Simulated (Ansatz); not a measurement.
Reading a saddle point

A first-order saddle point of GaNH$_{4}$, singlet, PBE0-D4/def2-TZVP, with one imaginary mode of 1345i cm⁻¹:

Ga1  (-0.418, -0.679, 0.150)
H2  (1.377, -0.163, 0.647)
N3  (-0.235, 0.922, -0.535)
H4  (1.000, 0.542, 0.156)
H5  (-0.818, -2.083, 0.652)
H6  (-0.907, 1.462, -1.070)
(Å)

Program: Ansatz 0.2.0. Basis: def2-TZVPP and def2-QZVPP. Cores are frozen in the correlated methods. Filled d shells of the heavier atoms are correlated. The def2 sets are not built for correlating such inner shells, so the correlated values are less sure here. Extrapolation: Hartree–Fock as exp(−7.88 √X), correlation as X^−2.97.

Task: Which contacts change along the imaginary mode, and what lies on either side? (A judgement: the text doesn't fix the answer.)

Result: By the calculation: The step is GaNH₄ ([NH2][GaH2]) → GaNH₂ ([NH][GaH]) + H₂, with the molecules in contact on both sides. Shortening one way: H2–H4; lengthening the same way: Ga1–H2, N3–H4.
```tsv
pair	one side (Å)	saddle (Å)	other side (Å)
H2–H4	3.13	0.94	0.75
Ga1–H2	1.56	1.93	3.13
N3–H4	1.01	1.47	2.76
```

Task: Which side is lower, and how far does the saddle lie above each? (Judge from chemistry; the value comes from the calculation.)

Result: By the calculation: The side with Ga1–H2, N3–H4 short is lower by 2.524 eV; the saddle lies 3.328 eV above it and 0.803 eV above the other (CCSD(T) at an estimated basis limit (MP2 extrapolated from triple and quadruple zeta, plus CCSD(T) − MP2 in triple zeta); electronic energies).

No T1 diagnostic of these runs exceeds 0.025. The restricted Hartree–Fock reference is unstable towards an unrestricted one at one or more of these structures.

Labels in which every atom is bracketed show which atoms are joined, not bond orders.

For scale, one of the runs: CCSD(T)/def2-TZVPP, 135 basis functions, launched by `ansatz run in.yaml --threads 2 --pin off --events-out ev --progress --plain --max-ram 4352MiB`. The run took 7 s on 2 CPU threads of an Intel Xeon 6975P-C (shared host), with 0.76 GiB of host memory at its peak.
